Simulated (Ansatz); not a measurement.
The cluster Ge₃O₈H₄⁺. The state is a doublet with charge 1. Geometry PBE-D4/def2-SVP, that of the neutral singlet; atoms count from 1.

| atom | x (Å) | y (Å) | z (Å) |
| --- | --- | --- | --- |
| Ge1 | 2.131 | 0.845 | -0.730 |
| Ge2 | -0.495 | -0.383 | 0.244 |
| Ge3 | 0.032 | 1.870 | -1.747 |
| O4 | -1.148 | -1.959 | -0.335 |
| O5 | -1.169 | 0.884 | -0.837 |
| O6 | 1.285 | 0.670 | -2.346 |
| O7 | -2.001 | -2.784 | 1.702 |
| O8 | -0.895 | -2.855 | 0.865 |
| O9 | 1.304 | -0.309 | 0.379 |
| O10 | 1.253 | 2.440 | -0.501 |
| O11 | -1.102 | -0.226 | 1.930 |
| H12 | -0.649 | 2.860 | -2.698 |
| H13 | -1.816 | -1.927 | 2.185 |
| H14 | -0.385 | 0.120 | 2.498 |
| H15 | 3.656 | 0.754 | -0.608 |

The structure holds 2 bonds between oxygen atoms, so isomers without such links may lie far lower. The structure comes from a short search, and lower isomers may exist.

Q: Estimate the Mulliken populations from the PBE0/def2-SVP orbitals of Ansatz.

A: 
| atom | charge (e) | spin (α − β) |
| --- | --- | --- |
| Ge1 | 1.00 | -0.03 |
| Ge2 | 1.15 | -0.01 |
| Ge3 | 1.01 | -0.03 |
| O4 | -0.23 | 0.13 |
| O5 | -0.59 | 0.03 |
| O6 | -0.53 | 0.20 |
| O7 | 0.01 | 0.11 |
| O8 | 0.10 | 0.32 |
| O9 | -0.61 | 0.03 |
| O10 | -0.52 | 0.24 |
| O11 | -0.46 | 0.00 |
| H12 | 0.08 | 0.00 |
| H13 | 0.26 | 0.01 |
| H14 | 0.25 | 0.00 |
| H15 | 0.08 | 0.00 |
Mulliken values depend strongly on the basis.

Q: Where does the spin sit?

A: Summed by element: Ge -0.08, O 1.07, H 0.01, of 1 unpaired in all. Largest on single atoms: O8 0.32, O10 0.24, O6 0.20.

Q: And the Mayer bond orders between heavy atoms (over 0.3)?

A: Ge1–O6 0.85 (1.83 Å); Ge1–O9 0.91 (1.80 Å); Ge1–O10 0.84 (1.83 Å); Ge2–O4 0.82 (1.80 Å); Ge2–O5 0.99 (1.80 Å); Ge2–O9 0.96 (1.80 Å); Ge2–O11 1.02 (1.80 Å); Ge3–O5 0.91 (1.80 Å); Ge3–O6 0.84 (1.84 Å); Ge3–O10 0.84 (1.84 Å); O4–O8 0.93 (1.52 Å); O7–O8 1.06 (1.39 Å).
